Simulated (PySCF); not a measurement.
Molecular orbitals of GaH

PBE0 at R = 1.694 Å; Ga cc-pVDZ-PP with ECP10, H cc-pVDZ; scalar-relativistic core potentials (PySCF 2.14). State: ¹Σ⁺ (singlet), closed shell. Only the outer orbitals are listed, counted within each symmetry, core potentials removing the inner ones.

| orbital | occ. | ε (eV) | on Ga (%) | main shells (%) |
| --- | --- | --- | --- | --- |
| 1δ | 2 | -22.77 | 100 | 100 Ga d |
| 1δ | 2 | -22.77 | 100 | 100 Ga d |
| 2π | 2 | -22.53 | 100 | 100 Ga d |
| 2π | 2 | -22.53 | 100 | 100 Ga d |
| 3σ | 2 | -22.51 | 100 | 100 Ga d |
| 4σ | 2 | -10.94 | 77 | 73 Ga s, 23 H s |
| 5σ | 2 | -5.90 | 66 | 41 Ga p, 34 H s, 23 Ga s |
| 3π | 0 | -1.64 | 100 | 100 Ga p |
| 3π | 0 | -1.64 | 100 | 100 Ga p |
| 6σ | 0 | 2.11 | 79 | 73 Ga p, 21 H s |

Problem. Which are the highest filled and the lowest empty level, where do they sit, and how wide is the gap?

Solution. Highest filled 5σ at -5.90 eV (in %: 41 Ga p, 34 H s, 23 Ga s); lowest empty 3π at -1.64 eV (in %: 100 Ga p); the gap at PBE0 is 4.26 eV.

| Property | Result |
| --- | --- |
| bond order (Mayer) | 0.93 |
| ⟨S²⟩ | 0.000 |
| charge on Ga (Mulliken, basis-dependent) | 0.16 |
| charge on Ga (Löwdin, basis-dependent) | 0.16 |
| dipole moment (positive dipole means Ga(−)H(+)) | -0.40 D |
| polarisability along the bond | 41.4 bohr³ |
| polarisability across the bond | 27.8 bohr³ |
